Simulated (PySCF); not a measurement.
Zr(F)3(OH) (F3HOZr), SMILES [F][Zr]([OH])([F])[F], multiplicity 1.

The structure is a stationary point at B3LYP-D3(BJ)/def2-SVP. The spin state was assumed, not searched. The structure was generated by enumeration; whether it is a known compound was not checked. The def2 effective core potentials stand for the cores of Zr; spin–orbit coupling is left out. The values are those of a single conformer.

Two levels are set side by side: PBE/def2-TZVP (PySCF) and B3LYP/def2-TZVP (PySCF). Same geometry, gas phase. Differences are taken from unrounded values.

```json
[
 {"quantity": "orbital gap (eV)", "PBE": "6.82"},
 {"quantity": "highest occupied level (eV)", "PBE": "-8.49"},
 {"quantity": "lowest empty level (eV)", "PBE": "-1.67"},
 {"quantity": "dipole moment (D)", "PBE": "2.66"},
 {"quantity": "mean polarisability (bohr³)", "PBE": "39.2"}
]
```

Question: These are the PBE values. What does B3LYP give? (An estimate is asked for; the answer gives what the named calculation found.)

Answer: 
```csv
quantity,B3LYP,PBE minus B3LYP
orbital gap (eV),8.92,-2.11
highest occupied level (eV),-9.99,1.50
lowest empty level (eV),-1.06,-0.61
dipole moment (D),2.74,-0.08
mean polarisability (bohr³),36.7,2.6
```

PBE's occupied levels lie high since its potential decays too fast outside the molecule; exact exchange lowers them and widens the gap. Loosely held outer electrons make PBE densities more polarisable. Differences between two approximate levels are no errors against the true value.

Rough cost on one machine, each run with all the roots and properties that it gave: B3LYP against PBE within a factor of 2.
